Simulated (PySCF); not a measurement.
C4H8Cl, SMILES CC(C)(Cl)[CH2], multiplicity 2.

The structure is a stationary point at B3LYP-D3(BJ)/def2-SVP. The isomer is the one that the SMILES or the coordinates give; other isomers of the formula were not compared.

All values below come from PBE/def2-TZVP in PySCF.

Isolated molecule, no solvent.

Q: Estimate the frontier levels, dipole moment and polarisability. (An estimate is asked for; the answer gives what the named calculation found.)

A: 
- α spin, highest occupied and lowest empty level: -5.27 and -0.69 eV
- β spin, highest occupied and lowest empty level: -6.78 and -3.41 eV
- dipole moment: 2.15 D
- quadrupole, principal values (traceless, Buckingham form, about the centre of nuclear charge): -3.81, 1.78, 2.02 D·Å
- mean static polarisability: 65.7 bohr³ (9.73 Å³)
- polarisability, principal values: 60.6, 62.3, 74.2 bohr³
- ⟨S²⟩: 0.754 (pure state 0.75)
